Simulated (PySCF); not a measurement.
## Diatomic anions of Bi with the chalcogens

PBE with double-zeta basis sets in PySCF, for the lowest determinant that a PBE0 search found; no spin–orbit coupling. De refers to high-spin ground-configuration atoms (the charge goes to the atom of lower measured ionisation energy or higher electron affinity, which is not always the lowest computed limit). A positive dipole points towards Bi; it is taken about the centre of mass and depends on that origin.

```json
{"M": "O", "basis": "aug-cc-pVDZ-PP/aug-cc-pVDZ", "charged atom": "O−", "state (unpaired electrons)": "triplet (π ↑↑)", "Re (Å)": "2.035", "ωe (cm⁻¹)": "611", "De (eV)": "4.00", "μ (D)": "4.03"}
{"M": "S", "basis": "aug-cc-pVDZ-PP/aug-cc-pV(D+d)Z", "charged atom": "S−", "state (unpaired electrons)": "triplet (π ↑↑)", "Re (Å)": "2.451", "ωe (cm⁻¹)": "352", "De (eV)": "3.22", "μ (D)": "5.01"}
{"M": "Se", "basis": "aug-cc-pVDZ-PP", "charged atom": "Se−", "state (unpaired electrons)": "triplet (π ↑↑)", "Re (Å)": "2.578", "ωe (cm⁻¹)": "228", "De (eV)": "3.00", "μ (D)": "3.46"}
```

The shortest bond is that of BiO⁻ (2.035 Å), the longest that of BiSe⁻ (2.578 Å).

Down a group the atoms grow and get heavier, so bonds lengthen and wavenumbers fall; this series shows no clear exception.

Spin–orbit coupling is left out, which matters for elements this heavy, above all for dissociation energies. For an ion De counts to the pair picked by the measured ionisation energies or electron affinities, which need not be the lowest pair at this level. The highest Kohn–Sham level is positive in some of these anions. Much of that is self-interaction error, but it also means that the finite basis helps to hold the extra electron. States were picked by a PBE0 search and need not be the measured ground states.
